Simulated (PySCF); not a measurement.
C3H14Si3, SMILES C[C@H](C[SiH3])[SiH2][SiH3]. The structure is a stationary point at PBE0-D3(BJ)/def2-SVP. The structure was generated by enumeration; whether it is a known compound was not checked. The values are those of a single conformer.

Problem. Give the equilibrium geometry at PBE0-D3(BJ)/def2-SVP (PySCF confirms it by a frequency run) as bond lengths and angles. (An estimate is asked for; the answer gives what the named calculation found.)

Solution. This is not unique; one that fits is 
Atoms: C1 C2 C3 Si4 Si5 Si6 H7 H8 H9 H10 H11 H12 H13 H14 H15 H16 H17 H18 H19 H20. Bond lengths (Å): C1–C2 1.529, C1–H7 1.103, C1–H8 1.102, C1–H9 1.103, C2–C3 1.536, C2–Si5 1.907, C2–H10 1.107, C3–Si4 1.892, C3–H11 1.106, C3–H12 1.105, Si4–H13 1.497, Si4–H14 1.496, Si4–H15 1.495, Si5–Si6 2.347, Si5–H16 1.500, Si5–H17 1.498, Si6–H18 1.497, Si6–H19 1.498, Si6–H20 1.496. Angles (°): C2–C1–H7 111.4, C2–C1–H8 112.3, C2–C1–H9 110.8, H7–C1–H8 107.5, H7–C1–H9 107.2, H8–C1–H9 107.4, C1–C2–C3 111.3, C1–C2–Si5 111.1, C1–C2–H10 108.3, C3–C2–Si5 112.8, C3–C2–H10 108.4, Si5–C2–H10 104.7, C2–C3–Si4 117.6, C2–C3–H11 109.1, C2–C3–H12 110.2, Si4–C3–H11 106.3, Si4–C3–H12 107.6, H11–C3–H12 105.3, C3–Si4–H13 110.3, C3–Si4–H14 109.1, C3–Si4–H15 112.0, H13–Si4–H14 108.7, H13–Si4–H15 108.4, H14–Si4–H15 108.2, C2–Si5–Si6 110.9, C2–Si5–H16 109.7, C2–Si5–H17 110.3, Si6–Si5–H16 109.4, Si6–Si5–H17 108.6, H16–Si5–H17 107.8, Si5–Si6–H18 111.0, Si5–Si6–H19 109.8, Si5–Si6–H20 110.9, H18–Si6–H19 108.1, H18–Si6–H20 108.4, H19–Si6–H20 108.5.
